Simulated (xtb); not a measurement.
H₁₂O₆Zn (SMILES [OH2]->[Zn+2](<-[OH2])(<-[OH2])(<-[OH2])(<-[OH2])<-[OH2]), charge +2, singlet, at a GFN2-xTB geometry (such geometries of metal compounds can be far from the true shape), atoms displaced at random by about 0.1 Å a coordinate. Base run: xtb 6.7.1 with GFN1-xTB.

xtb was given this input:
```
$ xtb mol.xyz --gfn 1 --chrg 2 --opt --json

# file mol.xyz
19

Zn    -0.08587005    -0.10701880     0.06735038
O     -0.58119345     1.50279467    -0.96723925
H     -1.41035355     1.74134302    -1.38237747
H     -0.27711760     2.51744879    -0.87904962
O      1.44475963     1.08159975     0.70808064
H      1.52971055     1.56853359     1.56495923
H      2.37650020     1.08869517     0.22823454
O      1.04777478    -0.48799757    -1.85747578
H      1.73247292    -1.22764869    -1.84706635
H      0.94464056    -0.10251863    -2.43017131
O     -0.87589721     0.47929349     1.62370238
H     -1.61080417     1.35349958     1.73967019
H     -0.97449251    -0.06790790     2.35971828
O     -1.70268427    -1.00603780    -0.76533904
H     -1.58799265    -1.54564686    -1.60237999
H     -2.36484553    -1.08920747    -0.36026750
O      0.53374395    -1.67338628     0.92684385
H      0.45611013    -2.48872988     0.91697543
H      1.47047861    -1.55853650     1.26103117
```

Each row names what was changed in the base input (with any setting that the change needs).

```json
[
 {"change": "base", "ΔE vs base (kcal/mol)": "0.000", "optimiser steps": "23"},
 {"change": "alpb = methanol", "ΔE vs base (kcal/mol)": "?", "optimiser steps": "26"},
 {"change": "engine = inertial", "ΔE vs base (kcal/mol)": "0.033", "optimiser steps": "-"},
 {"change": "engine = lbfgs", "ΔE vs base (kcal/mol)": "0.000", "optimiser steps": "-"},
 {"change": "opt level = loose", "ΔE vs base (kcal/mol)": "0.071", "optimiser steps": "15"},
 {"change": "opt level = vtight", "ΔE vs base (kcal/mol)": "-0.004", "optimiser steps": "30"},
 {"change": "opt level = sloppy", "ΔE vs base (kcal/mol)": "0.152", "optimiser steps": "12"},
 {"change": "opt level = tight", "ΔE vs base (kcal/mol)": "-0.004", "optimiser steps": "27"},
 {"change": "opt level = extreme", "ΔE vs base (kcal/mol)": "-0.004", "optimiser steps": "32"},
 {"change": "opt level = lax", "ΔE vs base (kcal/mol)": "0.034", "optimiser steps": "18"}
]
```

Task: Complete the blanks.

Result: 
- alpb = methanol, ΔE vs base (kcal/mol): -195.3
